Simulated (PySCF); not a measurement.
1,1-difluoropropan-2-one (C3H4F2O), SMILES CC(=O)C(F)F.

The structure is a stationary point at B3LYP-D3(BJ)/def2-SVP. Other conformers were not sampled.

Level of theory: ωB97X/def2-TZVP (PySCF).

Computed frontier levels, gap, dipole moment and polarisability:
```json
{
  "highest_occupied_level": "-10.45 eV",
  "lowest_empty_level": "1.00 eV",
  "orbital_gap": "11.45 eV",
  "dipole_moment": "0.255 e·Å",
  "quadrupole, principal values (traceless, Buckingham form, about the centre of nuclear charge)": "-9.36, 0.52, 8.84 D·Å",
  "mean_static_polarisability": "39.4 bohr³ (5.84 Å³)",
  "polarisability_principal_values": "33.4, 40.5, 44.2 bohr³"
}
```
